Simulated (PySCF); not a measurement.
## Partial charges of `FC(F)(F)[C@]12C[C@](Cl)(C1)C2`

C6H6ClF3.
Numbering: `[F:1][C:2]([F:3])([F:4])[C@:5]12[CH2:6][C@:7]([Cl:8])([CH2:9]1)[CH2:10]2` (hydrogens: H11, H12 on C6; H13, H14 on C9; H15, H16 on C10)

Structure used (GFN2-xTB), in Å, numbered top down from 1:
```xyz
16
C6H6ClF3 angstrom
F     -2.5468   -0.8594   -0.2008
C     -1.8520    0.2884   -0.2183
F     -2.3615    1.0619    0.7525
F     -2.1366    0.8930   -1.3818
C     -0.3787    0.0598   -0.0448
C      0.3133   -0.6046    1.1616
C      1.4243   -0.2210    0.1664
Cl     3.1344   -0.4849    0.3670
C      0.7228    1.1375   -0.0164
C      0.5355   -0.7757   -0.9623
H      0.2867   -0.0613    2.1019
H      0.1299   -1.6653    1.3081
H      0.9130    1.6677   -0.9453
H      0.7281    1.8108    0.8361
H      0.3682   -1.8490   -0.9734
H      0.7120   -0.3888   -1.9619
```

Density: PBE0/pcSseg-1 (PySCF); schemes: Mulliken, IAO, Hirshfeld and ESP-fitted. Isolated species at its GFN2-xTB geometry, gas phase.

**Question.** At which atom do the 4 schemes differ most?

**Answer.** At C2: from +0.259 (Hirshfeld) to +0.982 e (Mulliken), 0.723 e apart.

**Question.** For which atoms does the sign change between the 4 schemes (beyond +0.03 e in one, beyond −0.03 e in another)?

**Answer.** C5 and C7.

**Question.** Do the Mulliken, IAO, Hirshfeld and ESP-fitted schemes agree on where the charge is highest?

**Answer.** All schemes agree: Mulliken C2 (+0.982); IAO C2 (+0.803); Hirshfeld C2 (+0.259); ESP-fitted C2 (+0.580).

**Question.** Tabulate the Mulliken, IAO, Hirshfeld and ESP-fitted charges.

**Answer.** In e:

```tsv
atom	environment	Mulliken	IAO	Hirshfeld	ESP-fitted
F1	fluorine of a CF3 group	-0.272	-0.282	-0.097	-0.200
C2	CF3 carbon	+0.982	+0.803	+0.259	+0.580
F3	fluorine of a CF3 group	-0.272	-0.282	-0.097	-0.200
F4	fluorine of a CF3 group	-0.272	-0.282	-0.097	-0.203
C5	sp3 carbon at a ring junction	-0.549	-0.015	-0.009	+0.121
C6	four-membered-ring carbon	-0.030	-0.252	-0.071	-0.430
C7	sp3 C–Cl carbon	-0.226	+0.031	+0.043	+0.193
Cl8	alkyl chlorine	-0.115	-0.069	-0.063	-0.111
C9	four-membered-ring carbon	-0.030	-0.252	-0.072	-0.381
C10	four-membered-ring carbon	-0.030	-0.252	-0.071	-0.399
H11	methylene hydrogen	+0.136	+0.142	+0.046	+0.180
H12	methylene hydrogen	+0.136	+0.142	+0.046	+0.180
H13	methylene hydrogen	+0.136	+0.142	+0.046	+0.166
H14	methylene hydrogen	+0.136	+0.142	+0.046	+0.164
H15	methylene hydrogen	+0.136	+0.142	+0.046	+0.171
H16	methylene hydrogen	+0.136	+0.142	+0.046	+0.170
```

Mean size of the charges over all atoms: ESP-fitted 0.240 e, Mulliken 0.225 e, IAO 0.211 e, Hirshfeld 0.072 e. Each set sums to the total charge, 0, to within 0.001 e. The ESP scheme fits charges at the nuclei, held to the total charge, to the electrostatic potential on points at 1.4 to 2.0 times the van der Waals radii. The Hirshfeld scheme divides the density at each point in proportion to the densities of the neutral, spherically averaged free atoms.

**Question.** How many electrons does the IAO scheme count on C9?

**Answer.** Z − q = 6 − (-0.252) = 6.252.

**Question.** How closely do the schemes follow one another over all atoms?

**Answer.** Correlation coefficient and root-mean-square difference: IAO with Hirshfeld 0.99, 0.186 e; IAO with ESP-fitted 0.92, 0.109 e; Hirshfeld with ESP-fitted 0.91, 0.194 e; Mulliken with IAO 0.82, 0.183 e; Mulliken with Hirshfeld 0.82, 0.254 e; Mulliken with ESP-fitted 0.58, 0.277 e.
